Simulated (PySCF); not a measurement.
C₂H₅FSe. Atoms are numbered in the order given.

```xyz
9

Se     0.0942     0.2477     0.7058
F      1.3150     0.8278    -0.4471
C     -0.5737    -1.1554    -0.4454
C     -1.1208    -0.6447    -1.7624
H     -1.3459    -1.6483     0.1713
H      0.2411    -1.8811    -0.5878
H     -0.3451    -0.0837    -2.3028
H     -1.9793     0.0249    -1.6069
H     -1.4421    -1.4846    -2.3987
```
Charge 0, spin multiplicity 1.

Coordinates come from a PBE0-D3(BJ)/def2-SVP optimisation. The structure was generated by enumeration, and PubChem lists no compound with its InChIKey, so it may never have been made. One conformer was computed; it need not be the lowest.

Calculation: ωB97X/def2-TZVP (PySCF).

Isolated molecule, no solvent.

Computed frontier levels, gap, dipole moment and polarisability:
```json
{
 "highest_occupied_level": "-8.89 eV",
 "lowest_empty_level": "0.63 eV",
 "orbital_gap": "9.52 eV",
 "dipole_moment": "0.540 e·Å",
 "quadrupole, principal values (traceless, Buckingham form, about the centre of nuclear charge)": "-2.13, -0.88, 3.01 D·Å",
 "mean_static_polarisability": "50.0 bohr³ (7.41 Å³)",
 "polarisability_principal_values": "42.4, 47.3, 60.3 bohr³"
}
```
